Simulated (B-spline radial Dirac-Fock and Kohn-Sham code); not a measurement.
Muonic isotope shifts in ytterbium

Calculated with a radial B-spline solver, using the Dirac equation of a negative muon with reduced mass in the field of a spherical finite nucleus, with the Uehling potential to all orders; nuclear polarisation, deformation, hyperfine structure, self-energy, higher-order vacuum polarisation, relativistic recoil and electron screening are left out. Nuclear charge: Fermi distribution (skin thickness 2.3 fm); radii from Angeli and Marinova (2013). Reference ¹⁶⁵Yb, radius 5.2399 fm: 2p3/2 → 1s1/2 5110 keV, 3d5/2 → 2p3/2 1876 keV.

```
  A  radius (fm)  δ⟨r²⟩ (fm²)  shift 2p3/2 → 1s (keV)  shift 3d5/2 → 2p3/2 (keV)
152       5.0423       -2.032                 +146.88                      +9.20
154       5.0875       -1.574                 +112.72                      +7.13
155        5.104       -1.406                 +100.34                      +6.37
156       5.1219       -1.223                  +86.95                      +5.54
157       5.1324       -1.115                  +79.12                      +5.05
158       5.1498       -0.936                  +66.19                      +4.24
159       5.1629       -0.801                  +56.49                      +3.63
160       5.1781       -0.644                  +45.26                      +2.92
161       5.1889       -0.532                  +37.31                      +2.41
162       5.2054       -0.360                  +25.19                      +1.63
163       5.2157       -0.253                  +17.65                      +1.15
164       5.2307       -0.096                   +6.70                      +0.44
166       5.2525       +0.132                   -9.15                      -0.60
167       5.2621       +0.233                  -16.11                      -1.06
168       5.2702       +0.318                  -21.97                      -1.44
169       5.2771       +0.391                  -26.95                      -1.77
170       5.2853       +0.478                  -32.86                      -2.16
171       5.2906       +0.534                  -36.68                      -2.41
172       5.2995       +0.628                  -43.07                      -2.84
173       5.3046       +0.682                  -46.73                      -3.08
174       5.3108       +0.748                  -51.18                      -3.38
175       5.3135       +0.777                  -53.11                      -3.50
176       5.3215       +0.862                  -58.83                      -3.89
177       5.3239       +0.887                  -60.54                      -4.00
```
